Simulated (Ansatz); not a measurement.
`[SiH3]O[CH2][ZnH]` + `[OH][GeH]` → `[SiH3][O][GeH]` + `O[CH2][ZnH]` at 700 K and 1 bar (ligand exchange at the Si–O bond).

Gas-phase electronic energies from Ansatz, PBE0-D4/def2-TZVP geometries. CBS: MP2 limit from def2 TZ/QZ plus the TZ coupled-cluster correction, frozen cores. For Ge, Zn outer-core shells are correlated without core-valence functions, which leaves a few kJ/mol of doubt a bond. Scalar relativity is left out up to krypton. Each species was taken in one conformer, which may not be the lowest.

| species | CCSD(T)/CBS energy (Eh) | H − E (kJ/mol) | S (J/(mol·K)) |
| --- | --- | --- | --- |
| `[SiH3]O[CH2][ZnH]` | -2184.28160 | 239.7 | 466.7 |
| `[OH][GeH]` | -2152.47759 | 86.1 | 302.2 |
| `[SiH3][O][GeH]` | -2442.79250 | 150.9 | 403.6 |
| `O[CH2][ZnH]` | -1893.96502 | 175.9 | 372.4 |

H − E and S are ideal-gas, rigid-rotor, harmonic terms from PBE0-D4/def2-TZVP, for one conformer and one mirror image of each species. 1 Eh = 2625.50 kJ/mol, R = 8.31446 J/(mol·K).

Task: By hand: ΔE, ΔH, ΔS and ΔG.

Result: ΔE = (-2442.79250) + (-1893.96502) − (-2184.28160) − (-2152.47759) = 0.00167 Eh = 4.4 kJ/mol. Δ(H − E) = 150.9 + 175.9 − 239.7 − 86.1 = 1.0, so ΔH = 5.4 kJ/mol. ΔS = 403.6 + 372.4 − 466.7 − 302.2 = 7.1 J/(mol·K). ΔG = 5.4 − 700 × (7.1)/1000 = 0.4 kJ/mol.

Task: By hand: the equilibrium constant, and the temperature at which ΔG would vanish if ΔH and ΔS stayed fixed.

Result: log₁₀ K = −ΔG/(RT ln 10) = 0.0. ΔG = 0 at ΔH/ΔS = 761 K, though so small a ΔH makes that figure unsure.

TΔS isn't small against ΔH here. The sign of ΔG lies within the doubt. A doubt of 5 kJ/mol in ΔE shifts log₁₀ K by 0.4 here. Other conformers and mirror images would add mixing entropy, several J/(mol·K) or more a flexible species. Modes under 60 cm⁻¹, often nearly free rotors, make the harmonic entropy too high. These are equilibria of isolated gas molecules and say nothing of rates. Largest T1 diagnostic: 0.016 (customary marks: 0.02 for closed shells, 0.045 for open ones).
